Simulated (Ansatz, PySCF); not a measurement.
C2H5BO3, SMILES CC(=O)OBO. Atoms are numbered in the order given.

```xyz
11

B     -0.4219     0.9600     1.0605
H     -1.3241     1.5637     0.5497
O      0.3129     0.0001     0.3792
C     -0.0821    -0.5377    -0.8095
C      1.0679    -1.1919    -1.5121
O     -1.2104    -0.4969    -1.2010
H      0.7245    -1.6454    -2.4480
H      1.5145    -1.9565    -0.8596
H      1.8505    -0.4458    -1.7153
O     -0.0581     1.2405     2.3243
H      0.6736     0.6881     2.6259
```

Geometry optimised at PBE0-D3(BJ)/def2-SVP. The structure was generated by enumeration, and PubChem lists no compound with its InChIKey, so it may never have been made. One conformer was computed; it need not be the lowest.

Two levels are set side by side: PBE-D3(BJ)/def2-SVP (Ansatz, a first-principles code) and PBE0-D3(BJ)/def2-SVP (Ansatz). Each level has its own optimised geometry; the coordinates shown are those of the second. Frequencies come from the Hessian of PySCF at each geometry. Differences are taken from unrounded values.

```
quantity                            PBE0-D3(BJ)  PBE-D3(BJ)  PBE-D3(BJ) minus PBE0-D3(BJ)
----------------------------------  -----------  ----------  ----------------------------
mean bond length (Å)                      1.225       1.236                         0.011
bond B1–O3 (Å)                            1.388       1.397                         0.009
bond B1–O10 (Å)                           1.345       1.356                         0.011
bond O3–C4 (Å)                            1.363       1.385                         0.022
bond C4–C5 (Å)                            1.498       1.508                         0.010
bond C4–O6 (Å)                            1.195       1.207                         0.012
bond B1–H2 (Å)                            1.200       1.208                         0.008
bond C5–H7 (Å)                            1.095       1.103                         0.008
bond C5–H8 (Å)                            1.100       1.108                         0.008
bond C5–H9 (Å)                            1.100       1.109                         0.009
bond O10–H11 (Å)                          0.965       0.977                         0.012
highest harmonic wavenumber (cm⁻¹)         3877        3699                          -178
mean harmonic wavenumber (cm⁻¹)            1310        1261                           -48
zero-point energy (kcal/mol)              50.55       48.69                         -1.87
```

Exact exchange shortens and stiffens bonds; PBE has none. Differences between two approximate levels are no errors against the true value.
